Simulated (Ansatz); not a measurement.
`CB(O)F` + NH₃ → `NB(O)F` + CH₄ at 600 K and 1 bar (ligand exchange at a B–C bond).

Program: Ansatz. Geometries: PBE0-D4/def2-TZVP. ΔE: electronic, gas phase. CCSD(T)/CBS adds triple-zeta CCSD(T) − MP2 to the extrapolated MP2 energy (def2 sets, frozen cores). This one scheme is used for every species. Each species was taken in one conformer, which may not be the lowest.

```json
{"species": "`CB(O)F`", "CCSD(T)/CBS energy (Eh)": "-240.35473", "H − E (kJ/mol)": "198.2", "S (J/(mol·K))": "359.9"}
{"species": "NH₃", "CCSD(T)/CBS energy (Eh)": "-56.50880", "H − E (kJ/mol)": "112.4", "S (J/(mol·K))": "219.5"}
{"species": "`NB(O)F`", "CCSD(T)/CBS energy (Eh)": "-256.43442", "H − E (kJ/mol)": "170.1", "S (J/(mol·K))": "345.5"}
{"species": "CH₄", "CCSD(T)/CBS energy (Eh)": "-40.46206", "H − E (kJ/mol)": "140.4", "S (J/(mol·K))": "215.7"}
```

H − E and S are ideal-gas, rigid-rotor, harmonic terms from PBE0-D4/def2-TZVP, for one conformer and one mirror image of each species. 1 Eh = 2625.50 kJ/mol, R = 8.31446 J/(mol·K).

Question: By hand: ΔE, ΔH, ΔS and ΔG.

Answer: ΔE = (-256.43442) + (-40.46206) − (-240.35473) − (-56.50880) = -0.03295 Eh = -86.5 kJ/mol. Δ(H − E) = 170.1 + 140.4 − 198.2 − 112.4 = -0.1, so ΔH = -86.6 kJ/mol. ΔS = 345.5 + 215.7 − 359.9 − 219.5 = -18.2 J/(mol·K). ΔG = -86.6 − 600 × (-18.2)/1000 = -75.7 kJ/mol.

Question: By hand: the equilibrium constant, and the temperature at which ΔG would vanish if ΔH and ΔS stayed fixed.

Answer: log₁₀ K = −ΔG/(RT ln 10) = 6.6. ΔG = 0 at ΔH/ΔS = 4758 K, far beyond where these terms or the molecules hold.

ΔH outweighs TΔS. A doubt of 5 kJ/mol in ΔE shifts log₁₀ K by 0.4 here. Other conformers and mirror images would add mixing entropy, several J/(mol·K) or more a flexible species. These are equilibria of isolated gas molecules and say nothing of rates. Largest T1 diagnostic: 0.012 (customary marks: 0.02 for closed shells, 0.045 for open ones).
